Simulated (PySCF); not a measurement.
Species: 2-chloropyridine, C5H4ClN.
Numbering: `[Cl:1][c:2]1[cH:3][cH:4][cH:5][cH:6][n:7]1` (hydrogens: H8 on C3; H9 on C4; H10 on C5; H11 on C6)

Computed by this run: PySCF, PBE0-D3(BJ)/def2-TZVP geometry optimisation, gas phase; density fitting, grid level 2; the optimiser is geomeTRIC in internal coordinates, started from a GFN2-xTB structure with every atom displaced at random (about 0.01 Å).

Geometry at step 0:
```
atom  x, y, z in Å
Cl1     2.6233   -1.7051   -0.1081
C2      1.1089   -0.8224   -0.0558
C3      1.1026    0.5688   -0.0127
C4     -0.0701    1.2130    0.0389
C5     -1.2676    0.4435    0.0282
C6     -1.1478   -0.9237   -0.0157
N7      0.0319   -1.5525   -0.0584
H8      2.0677    1.1219   -0.0075
H9     -0.1528    2.2947    0.1005
H10    -2.2387    0.9143    0.0854
H11    -2.0192   -1.5783   -0.0104
```

Question: Give the atomic forces at this geometry.

Answer: 
| atom | Fx (eV/Å) | Fy (eV/Å) | Fz (eV/Å) |
| --- | --- | --- | --- |
| Cl1 | -0.329 | 0.453 | 0.016 |
| C2 | 0.161 | -0.462 | -0.063 |
| C3 | 2.950 | 0.060 | -0.012 |
| C4 | -2.877 | 0.144 | 0.062 |
| C5 | 0.862 | 0.645 | 0.126 |
| C6 | -0.050 | -0.263 | -0.014 |
| N7 | -0.166 | -0.182 | 0.005 |
| H8 | -0.798 | -0.503 | -0.006 |
| H9 | 0.215 | -0.098 | -0.054 |
| H10 | -0.037 | 0.047 | -0.042 |
| H11 | 0.069 | 0.159 | -0.017 |

The largest, 2.95 eV/Å, acts on C3 (C4 within 3 % of it); the rms over all components is 0.776 eV/Å. The forces sum to zero within rounding, as they must for an isolated molecule in no field.

Question: Give the force on C3 in Eh/bohr and in nN.

Answer: 2.951 eV/Å ÷ 51.422 = 0.05738 Eh/bohr, and 2.951 eV/Å × 1.602 = 4.73 nN.

Question: How far is this geometry from the end of the optimisation?

Answer: 0.099 eV above it, and 0.021 Å rms away after alignment. The bonds farthest from their final lengths, with half the difference of the two atoms' forces along the bond (positive lengthens):

```
  bond  now (Å)  final (Å)  force along bond (eV/Å)
 C3–C4    1.339      1.382                    +2.57
 C4–C5    1.423      1.388                    -1.71
 C3–H8    1.112      1.081                    -1.77
Cl1–C2    1.754      1.732                    -0.44
 C2–N7    1.301      1.312                    +0.06
 C5–C6    1.373      1.384                    +0.41
```

The angle farthest from its final value is C3–C4–H9, 123.2° against 120.1°.

Of the 6 listed bonds off by 0.010 Å or more, this force points towards the final length in 6.

What follows is the cost of the whole optimisation. Hardware: one thread of an AMD EPYC 7R43 (shared host). Cost: 4.5 min wall, 1.2 GiB resident at most.
